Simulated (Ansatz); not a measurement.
Geometry optimisation, RHF/def2-SVP in Ansatz 0.2.0.

Input file:

```yaml
crystal:
  periodic: [false, false, false]
  atoms:
    - { symbol: Si, position_ang: [-0.89986, 1.16888, -0.18415] }
    - { symbol: Al, position_ang: [0.40809, -0.81818, 0.41867] }
    - { symbol: O, position_ang: [1.54382, -1.58765, -0.49552] }
    - { symbol: Se, position_ang: [1.50661, -2.58241, 1.29785] }
    - { symbol: H, position_ang: [-0.71432, 0.21558, 0.62633] }
    - { symbol: H, position_ang: [-1.63307, 2.21702, 0.56845] }
total_charge: 1
basis:
  gaussian: { orbitals: def2-SVP }
hamiltonian:
  xc: hf
relax:
  f_tol: 0.02
  max_steps: 50
```

Command:

```bash
$ ansatz run input.yaml --threads 1 --pin off --max-ram 2048MiB --backend cpu --events-out ev --progress --plain --runs-dir out
```

Problem. Where does it end, and by what steps?

Solution. The run converged. The force dipped under the threshold on the way, but the program's further checks kept it going. Limits of this set-up: the dipole of an ion depends on the origin. After 22 steps the energy has fallen by 2.721 eV; Si1 moved furthest, 0.92 Å. Parted: Si1–Al2, Si1–H5.

| step | energy less start (eV) | largest force component (eV/Å) | accepted |
| --- | --- | --- | --- |
| 0 | 0.0000 | 7.596 | yes |
| 1 | -1.6445 | 3.213 | yes |
| 2 | -1.9819 | 2.239 | yes |
| 3 | -2.3722 | 0.956 | yes |
| 4 | -2.4891 | 0.586 | yes |
| 5 | -2.6291 | 0.409 | yes |
| 6 | -2.6573 | 0.224 | yes |
| 7 | -2.6663 | 0.265 | yes |
| 8 | -2.6915 | 0.198 | yes |
| 9 | -2.6975 | 0.149 | yes |
| 10 | -2.7082 | 0.099 | yes |
| 11 | -2.7132 | 0.046 | yes |
| 12 | -2.7138 | 0.097 | yes |
| 13 | -2.7104 | 0.360 | no |
| 14 | -2.7163 | 0.052 | yes |
| 15 | -2.7168 | 0.267 | yes |
| 16 | -2.7186 | 0.059 | yes |
| 17 | -2.7198 | 0.017 | yes |
| 18 | -2.7166 | 0.362 | no |
| 19 | -2.7204 | 0.066 | yes |
| 20 | -2.7206 | 0.077 | yes |
| 21 | -2.7208 | 0.033 | yes |
| 22 | -2.7208 | 0.012 | yes |

```xyz
6
Properties=species:S:1:pos:R:3
Si -1.703 1.575 -0.374
Al 0.272 -1.120 0.455
O 1.914 -1.194 0.154
Se 1.497 -2.798 1.198
H -0.889 -0.022 0.069
H -0.878 2.172 0.730
```

Whether the end is a true minimum wasn't checked by a vibrational analysis.

The run took 46 s on 1 thread of Arm Neoverse V2, with other jobs on the host, peak memory 0.21 GiB.
